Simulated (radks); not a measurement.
The numbers below are computed, except where a source is named.
Problem. The mean radii <r> (bohr) of the occupied orbitals of an atom or ion are listed with their occupations. Level of theory: scalar-relativistic Kohn-Sham, RPBE, spin-polarised, spherical densities, point nucleus (a radial shooting solver on a logarithmic mesh with Libxc functionals).

orbital  occ.      <r>
1s down     1  0.03609
1s up       1  0.03609
2s up       1   0.1580
2s down     1   0.1580
2p up       3   0.1377
2p down     3   0.1377
3s up       1   0.4431
3s down     1   0.4431
3p up       3   0.4457
3p down     3   0.4457
3d up       5   0.4330
3d down     5   0.4329
4s up       1    1.166
4s down     1    1.156
4p up       3    1.311
4p down     3    1.298
4d up       4    2.029

Name the element and its charge. Open shells, if any, are filled with parallel spins first.

Solution. Z = 41, niobium, charge +1: Nb+ in [Kr] 4d4. The 1s radius gives Z: for a bare nucleus <r> = (2 gamma + 1)/(2Z) with gamma = sqrt(1 - (Z/c)^2), 0.03547 bohr for Z = 41, and screening makes it slightly larger (0.03609 here). The occupations add up to 40, and the charge is Z minus that.
